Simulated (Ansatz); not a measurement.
The inner images of a band of BClF2 + FH (6 atoms, charge 0, multiplicity 1) are given out of order.

The calculation used RKS PBE/def2-SVP (Ansatz).

First end point:

```xyz
6
Properties=species:S:1:pos:R:3
B -0.001 0.162 0.117
Cl -0.011 0.540 1.872
F 1.148 0.206 -0.537
F -1.151 0.136 -0.535
F 0.060 -2.013 0.562
H 0.076 -1.760 1.472
```

Last end point:

```xyz
6
Properties=species:S:1:pos:R:3
B 0.014 -0.381 -0.464
Cl 0.013 0.066 2.533
F 1.142 0.270 -0.697
F -1.154 0.200 -0.687
F 0.055 -1.662 -0.104
H 0.051 -1.222 2.370
```

Problem. Put them in order from the first end to the last, with their energies above the first end.
A.
```xyz
6
Properties=species:S:1:pos:R:3
B 0.015 -0.396 -0.374
Cl 0.011 0.086 2.473
F 1.146 0.243 -0.615
F -1.154 0.175 -0.606
F 0.055 -1.684 -0.011
H 0.046 -1.154 2.083
```
B.
```xyz
6
Properties=species:S:1:pos:R:3
B 0.016 -0.392 -0.246
Cl 0.009 0.114 2.303
F 1.153 0.215 -0.543
F -1.155 0.148 -0.537
F 0.055 -1.697 0.114
H 0.043 -1.117 1.859
```
C.
```xyz
6
Properties=species:S:1:pos:R:3
B 0.011 -0.197 0.045
Cl 0.004 0.221 2.025
F 1.157 0.163 -0.527
F -1.157 0.092 -0.521
F 0.058 -1.724 0.428
H 0.047 -1.283 1.500
```
D.
```xyz
6
Properties=species:S:1:pos:R:3
B 0.015 -0.329 -0.085
Cl 0.007 0.150 2.126
F 1.159 0.181 -0.525
F -1.158 0.115 -0.519
F 0.055 -1.699 0.278
H 0.042 -1.148 1.676
```
E.
```xyz
6
Properties=species:S:1:pos:R:3
B 0.006 -0.015 0.120
Cl -0.002 0.389 1.934
F 1.152 0.163 -0.526
F -1.154 0.091 -0.520
F 0.063 -1.836 0.509
H 0.055 -1.521 1.433
```

Solution. E (+0.063 eV), C (+0.252 eV), D (-0.093 eV), B (-0.469 eV), A (-0.591 eV).

The run took 81 s on 1 thread of Intel(R) Xeon(R) Platinum 8488C (Sapphire Rapids), on a shared host, peak memory 0.16 GiB.
